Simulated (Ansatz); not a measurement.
Basis sets compared for diphenyliodonium iodide, `[I-].c1ccc([I+]c2ccccc2)cc1`. Total charge 0; singlet. Geometry PBE-D4/def2-SVP. Ansatz on 4 threads of Arm Neoverse V1 on a shared host; times are rough, and most runs start from earlier orbitals.

Cartesian coordinates in Å:
```
I 1.6146 -0.8326 -2.0599
C -3.9857 -1.4307 -2.5469
C -4.0637 -0.3089 -1.7088
C -2.9713 0.0407 -0.8913
C -1.8312 -0.7625 -0.9486
I -0.2781 -0.2680 0.5935
C 1.6641 0.6243 1.3002
C 1.4971 1.7542 2.1025
C 2.6387 2.2854 2.7336
C 3.8920 1.6844 2.5445
C 4.0190 0.5509 1.7239
C 2.8918 0.0127 1.0770
C -1.7128 -1.8721 -1.7801
C -2.8184 -2.2124 -2.5797
H -4.8396 -1.6947 -3.1893
H -4.9717 0.3138 -1.6927
H -3.0228 0.9214 -0.2323
H 0.5098 2.2223 2.2423
H 2.5394 3.1830 3.3637
H 4.7820 2.1091 3.0334
H 5.0019 0.0771 1.5768
H 2.9788 -0.8516 0.3975
H -0.7763 -2.4508 -1.8242
H -2.7577 -3.0950 -3.2351
```

In the def2 sets I takes a core potential; there is no spin–orbit coupling. The restricted singlet is unstable towards broken spin symmetry in Hartree–Fock (as tested in another run); at PBE-D4/def2-SVP, PBE-D4/def2-TZVP, PBE0-D4/def2-SVP, PBE0-D4/def2-TZVP this wasn't settled.

Binding counts from free atoms (I doublet, C triplet, H doublet) in the same basis, without a counterpoise term.

```
           level  functions  energy (Eh)  HOMO (eV)  LUMO (eV)  binding per atom (eV)  wall time
 PBE-D4/def2-SVP        270   -1057.6872      -5.10      -4.28                   4.96        8 s
PBE0-D4/def2-SVP        270   -1057.7637      -6.16      -3.80                   4.83       18 s
```

(1) Estimate the rows for PBE-D4/def2-TZVP, PBE0-D4/def2-TZVP (with forces).

Results:

(1) 
| level | functions | energy (Eh) | HOMO (eV) | LUMO (eV) | binding per atom (eV) | wall time |
| --- | --- | --- | --- | --- | --- | --- |
| PBE-D4/def2-TZVP | 532 | -1058.1974 | -5.25 | -4.31 | 4.90 | 20 s |
| PBE0-D4/def2-TZVP (with forces) | 532 | -1058.2673 | -6.24 | -3.79 | 4.77 | 75 s |
